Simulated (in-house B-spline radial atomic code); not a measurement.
Successive ionisation energies of lanthanum; each step leads to the configuration of the next row (after the last: [Kr] 4d10). Dirac energy differences include first-order Breit, QED and recoil terms. NIST's values go from ground level to ground level; the uncertainty of those that are theory runs from under 0.1 % in few-electron ions to several per cent in heavy many-electron ones. Computed with an all-electron radial atomic-structure program (B-spline basis): Dirac-Hartree-Fock, average of the configuration, finite nuclei.

Some pairs differ by more than the removed electron.

```
  ion      configuration  ionisation energy (eV)  tabulated value (eV)    tabulated kind  computed minus tabulated (eV)  highest orbital  largest mean radius (bohr)
   La       [Xe] 5d1 6s2                    4.91                5.5769          measured                          -0.67            6s1/2                      4.7217
  La+           [Xe] 5d2                    9.82              11.18496          measured                          -1.37            5d5/2                      2.9385
 La2+           [Xe] 5d1                   18.10               19.1773          measured                          -1.07            5d5/2                      2.6357
 La3+  [Kr] 4d10 5s2 5p6                   49.91                 49.95    semi-empirical                          -0.04            5p3/2                      1.7864
 La4+  [Kr] 4d10 5s2 5p5                       ?                     ?    semi-empirical                              ?                ?                           ?
 La5+  [Kr] 4d10 5s2 5p4                   75.33                    74  tabulated theory                           1.33            5p3/2                       1.692
 La6+  [Kr] 4d10 5s2 5p3                   88.79                    88  tabulated theory                           0.79            5p3/2                      1.6518
 La7+  [Kr] 4d10 5s2 5p2                       ?                     ?  tabulated theory                              ?                ?                           ?
 La8+  [Kr] 4d10 5s2 5p1                       ?                     ?  tabulated theory                              ?                ?                           ?
 La9+      [Kr] 4d10 5s2                  149.73                 151.4    semi-empirical                          -1.67            5s1/2                      1.4135
La10+      [Kr] 4d10 5s1                  166.83                168.77    semi-empirical                          -1.94            5s1/2                      1.3886
```

(1) Fill in the row of La4+.

(2) Fill in the row of La7+.

(3) Fill in the row of La8+.

(4) Where is the largest jump?

Where a p, d or f electron is removed, the computed value is a mean over both j, so it misses the tabulated one by a part of the spin-orbit splitting; averaging over terms and missing correlation add to the gap, relatively most at low charge.

Results:

(1) ionisation energy (eV): 62.36; tabulated value (eV): 61.6; computed minus tabulated (eV): 0.76; highest orbital: 5p3/2; largest mean radius (bohr): 1.7362.

(2) ionisation energy (eV): 102.71; tabulated value (eV): 105; computed minus tabulated (eV): -2.29; highest orbital: 5p3/2; largest mean radius (bohr): 1.615.

(3) ionisation energy (eV): 117.07; tabulated value (eV): 119; computed minus tabulated (eV): -1.93; highest orbital: 5p3/2; largest mean radius (bohr): 1.581.

(4) From La2+ to La3+, by a factor of 2.76 (18.104 to 49.907 eV); the highest orbital goes from 5d5/2 to 5p3/2.
